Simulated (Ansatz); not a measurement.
Reaction (ligand exchange at a B–C bond): `CC([SiH3])BCl` + CH₃SH → `CSBCl` + `CC[SiH3]`

Calculated with Ansatz (gas phase, PBE0-D4/def2-TZVP geometries, no zero-point term in ΔE). CCSD(T)/CBS is the MP2 limit (def2-TZVPP, def2-QZVPP) plus CCSD(T) − MP2 in def2-TZVPP, frozen cores. This one scheme is used for every species. DFT in def2-TZVPP. One conformer a species, not always the lowest.

Is it downhill or uphill in electronic energy at CCSD(T)/CBS, and by how much? (Estimate.)

Computed: Downhill: ΔE = -67.7 kJ/mol.

What do these levels give: ωB97M-V, r2SCAN, SCS-MP2/def2-TZVPP, CCSD/def2-TZVPP, SCS-MP2/def2-QZVPP, HF/CBS(def2)? (Estimate.)

Computed: ωB97M-V -66.2, r2SCAN -74.5, SCS-MP2/def2-TZVPP -68.4, CCSD/def2-TZVPP -65.8, SCS-MP2/def2-QZVPP -68.5, HF/CBS(def2) -67.0 kJ/mol.

Largest T1 diagnostic among the species: 0.013.

From PBE to PBE0 (25 % exact exchange), in def2-TZVPP and without D4, ΔE moves by +3.4 kJ/mol. The D4 term adds +4.7 kJ/mol with B3LYP and +2.8 kJ/mol with PBE0; it sums over pairs of atoms, weighted by their polarisabilities, and B3LYP, whose exchange is more repulsive, gets the larger term.

B3LYP here is the variant with VWN-RPA as its local correlation; programs differ in this.
